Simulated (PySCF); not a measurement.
## A search over the determinants of AlGa

Unrestricted PBE0; PySCF, no relativity, basis sets Al def2-SVP, Ga def2-SVP. Outer shells of the fragments: Al 3s2 3p1; Ga 3d10 4s2 4p1.

Followed along the bond (rough minima from three points):

```json
{"2Ms+1": "3", "unpaired": "σ ↑, π ↑", "⟨S²⟩ at the start": "2.01", "R at minimum (Å)": "2.71", "Te (eV)": "0.00"}
{"2Ms+1": "3", "unpaired": "π ↑↑", "⟨S²⟩ at the start": "2.01", "R at minimum (Å)": "2.46", "Te (eV)": "0.08"}
{"2Ms+1": "1", "unpaired": "σ ↓, π ↑", "⟨S²⟩ at the start": "1.02", "R at minimum (Å)": "2.70", "Te (eV)": "0.13"}
{"2Ms+1": "1", "unpaired": "π ↑↓", "⟨S²⟩ at the start": "1.01", "R at minimum (Å)": "2.47", "Te (eV)": "0.26"}
{"2Ms+1": "1", "unpaired": "none", "⟨S²⟩ at the start": "0.00", "R at minimum (Å)": "2.51", "Te (eV)": "0.82"}
```

Solutions found at the starting distance of 2.400 Å, counted from the lowest of them; the search is not exhaustive and high or unbound solutions are not listed, so other states can lie among these:

```
2Ms+1    unpaired   term  E (eV)  ⟨S²⟩  ⟨Lz²⟩  μ (D)
    3        π ↑↑    ³Σ⁻    0.00  2.01   0.00  -0.03
    3    σ ↑, π ↑     ³Π    0.16  2.01   1.00   0.07
    1        π ↑↓  mixed    0.19  1.01   2.01  -0.03
    1    σ ↓, π ↑  mixed    0.28  1.02   1.00   0.05
    1        none  mixed    0.76  0.00   2.00  -0.04
    3        π ↑↑  mixed    2.26  2.01   2.01  -0.17
    3  σ ↑↑, π ↑↓  mixed    2.48  3.01   2.01  -0.19
    1  σ ↓↓, π ↑↑  mixed    2.82  2.01   0.00  -0.32
    3    σ ↑, π ↑     ³Π    3.24  2.14   1.02   0.05
    1    σ ↓, π ↑  mixed    3.62  1.12   1.02  -0.23
```

A term symbol is given only where ⟨S²⟩ and ⟨Lz²⟩ are close to those of a pure state; real π, δ and φ orbitals otherwise mix terms. A positive dipole means Al(−)Ga(+).

Q: Compare the gap between the two lowest followed solutions at the starting distance with the gap between their minima.

A: At PBE0 the second solution (triplet, unpaired electrons π ↑↑) lies -0.16 eV from the first (triplet, unpaired electrons σ ↑, π ↑) at 2.400 Å and +0.08 eV at the minima; the two curves relax by different amounts, since their minima lie near 2.46 and 2.71 Å.

Spin–orbit coupling is left out. Counting both spins, an empty level lies below a filled one in some of these solutions, because spin and occupation are held.
